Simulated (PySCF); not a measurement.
## Two-component Hartree-Fock for Ho(59+) (holmium, charge +59)

Start: [He] 2s2 2p4; 2p1/2 filled at m_j = -1/2, +1/2; 2p3/2 filled at m_j = +1/2, +3/2. Calculated with PySCF 2.14 in an even-tempered Gaussian basis (17 s from 41 bohr⁻², ratio 2.4; 13 p from 53 bohr⁻², ratio 2.4; 5 d from 180 bohr⁻², ratio 2.6; 4 f from 270 bohr⁻², ratio 2.6): generalised Hartree-Fock with the X2C-1e Hamiltonian and a Gaussian nucleus; one run each with spin-orbit coupling (SO) switched off, then screened by Boettger's factors.

```json
{"spinor shell": "1s1/2", "electrons": "2", "ε, spin-free (eV)": "-61388.7", "ε, screened SO (eV)": "-61359.5", "weight of nominal j (screened SO)": "1.000", "rms radius, screened SO (bohr)": "0.0235"}
{"spinor shell": "2s1/2", "electrons": "2", "ε, spin-free (eV)": "-14357.3", "ε, screened SO (eV)": "-14348.6", "weight of nominal j (screened SO)": "1.000", "rms radius, screened SO (bohr)": "0.0925"}
{"spinor shell": "2p1/2", "electrons": "2", "ε, spin-free (eV)": "-13404.0", "ε, screened SO (eV)": "-14027.3", "weight of nominal j (screened SO)": "1.000", "rms radius, screened SO (bohr)": "0.0785"}
{"spinor shell": "2p3/2", "electrons": "2", "ε, spin-free (eV)": "-13404.0", "ε, screened SO (eV)": "-13128.7", "weight of nominal j (screened SO)": "1.000", "rms radius, screened SO (bohr)": "0.0846"}
```

```tsv
quantity	spin-free	screened SO
E (hartree)	-7932.90674	-7960.00792
M_J	2	2
⟨J²⟩	6.000	6.000
⟨L²⟩	2.000	3.272
⟨S²⟩	2.000	1.380
```

Each row is a mean over spinors that exchange with the open shell spreads, by up to 78.521 eV (2s1/2).

Breit and QED terms are absent; they matter most for the inner s and p1/2 levels.

Densities and radii are taken from the X2C orbitals without a picture-change correction, which distorts them close to the nucleus.

Without spin-orbit coupling the j labels of p, d and f shells carry no meaning; the spin-free column gives the mean over the occupied spinors of each nl shell.
